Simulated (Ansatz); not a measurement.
Gas-phase electronic energies from Ansatz, PBE0-D4/def2-TZVP geometries. CCSD(T)/CBS adds triple-zeta CCSD(T) − MP2 to the extrapolated MP2 energy (def2 sets, frozen cores). This one scheme is used for every species. For Se outer-core shells are correlated without core-valence functions, which leaves a few kJ/mol of doubt a bond. Scalar relativity is left out up to krypton. Each species was taken in one conformer, which may not be the lowest.

Consider the formal exchange of groups at a C–C bond: `FCC=C=[Se]` + `BCl` → `FCBCl` + `C=C=[Se]`.

`FCC=C=[Se]`:

Cartesian coordinates in Å:
```
F -0.295 1.173 -1.235
C 0.690 0.478 -0.581
C 0.118 -0.436 0.458
C -1.153 -0.563 0.716
Se -2.804 -0.725 1.049
H 1.367 1.204 -0.115
H 1.254 -0.097 -1.324
H 0.824 -1.033 1.032
```

`BCl`:

Cartesian coordinates in Å:
```
B 0.085 0.023 0.125
Cl -0.874 -0.237 -1.295
H 0.509 1.117 0.323
H 0.281 -0.903 0.847
```

`FCBCl`:

```xyz
7

F     0.479   -0.379   -1.631
C     0.597   -0.249   -0.263
B    -0.658    0.298    0.478
Cl   -2.112    0.715   -0.363
H     0.864   -1.228    0.162
H     1.454    0.408   -0.046
H    -0.623    0.436    1.663
```

`C=C=[Se]`:

```xyz
5

C    -0.236   -0.059   -0.589
C     0.245    0.061    0.613
Se    0.872    0.217    2.180
H    -1.296   -0.224   -0.748
H     0.414    0.004   -1.456
```

```csv
level,ΔE (kJ/mol)
MP2/def2-TZVPP,-31.5
CCSD/def2-TZVPP,-33.4
```

What does CCSD(T)/CBS give? (An estimate is asked.)

Computed: -35.1 kJ/mol. The listed levels differ from it by 3.6, 1.7 kJ/mol.

Largest T1 diagnostic among the species: 0.016.

Leaving LDA and LC-ωPBE aside and taking each functional with its dispersion term where it has one, the values, not all of them listed here, spread over 8.3 kJ/mol, from B97M-V to PBE-QIDH. From BLYP to BHLYP (50 % exact exchange), in def2-TZVPP and without D4, ΔE moves by +3.8 kJ/mol. At CCSD(T), def2-SVP lies +8.4 kJ/mol from the extrapolated value and def2-TZVPP +2.1 kJ/mol.
